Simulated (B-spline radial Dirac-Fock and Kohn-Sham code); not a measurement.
## Bi²⁺: input and output of one calculation

ΔSCF core binding energies without Breit or QED terms, calculated with an atomic code on a B-spline grid. Keys: rel is the Hamiltonian (dirac, or spin-free x2c and nr, where L3 and M5 stand for the whole 2p and 3d shells), method is hf or an exchange,correlation pair (spin-unpolarised, also for the hole states), nuc the nuclear model, radius_factor scales its radius, rmax is the box in bohr, h the logarithmic mesh step, order the B-spline order, points the quadrature points per cell, c_factor scales the speed of light, and damp, ndamp, maxit and tol steer the iteration. The run stops when the commutator error falls below 10·tol·max(1, Z/10), or the numerical noise floor, and the energy has settled to about 1e-8 Ha; the virial ratio is −V/T.

Input (task.json):

```json
{"items": [{"Z": 83, "q": 2, "cfg": [[1, 0, 2], [2, 0, 2], [2, 1, 6], [3, 0, 2], [3, 1, 6], [3, 2, 10], [4, 0, 2], [4, 1, 6], [4, 2, 10], [4, 3, 14], [5, 0, 2], [5, 1, 6], [5, 2, 10], [6, 0, 2], [6, 1, 1]], "A": 209, "rrms": 5.5211, "do": "settings", "holes": ["K", "L3", "M5"],
  "settings": [{"rel": "dirac", "method": "hf", "nuc": "fermi", "radius_factor": 1.0, "rmax": 2.0, "h": 0.3, "order": 8, "points": 10, "c_factor": 1.0, "maxit": 64, "damp": 0.5, "ndamp": 3, "tol": 1e-08}]}]}
```

Command: `python xray2_run.py task.json out`

Ground-state iterations:

```
iter   energy (Ha)        error
   1   -21549.47500929  2.26e+00
   2   -21551.07442256  2.90e-01
   3   -21552.07214365  3.79e-02
   4   -21552.08347961  1.62e-02
   5   -21552.08404853  1.98e-03
   6   -21552.08410404  1.58e-03
   7   -21552.08412803  5.14e-05
   8   -21552.08412808  1.41e-05
   9   -21552.08412808  3.98e-07
```

The ground state converged in 9 iterations, with total energy -21552.08413 Ha, virial ratio 1.85401 and highest orbital energy 92.78 eV. ΔSCF binding energies: K (1s) 91009.6 eV, L3 (2p3/2) 13434.0 eV, M5 (3d5/2) 2561.4 eV.

Q: One setting is unsound. Which, and why?

A: rmax squeezes the outer orbitals. With the default settings (Dirac Hartree-Fock): The ground state converged in 10 iterations, with total energy -21564.85406 Ha, virial ratio 1.85648 and highest orbital energy -22.42 eV. ΔSCF binding energies: K (1s) 91063.9 eV, L3 (2p3/2) 13486.4 eV, M5 (3d5/2) 2611.5 eV.
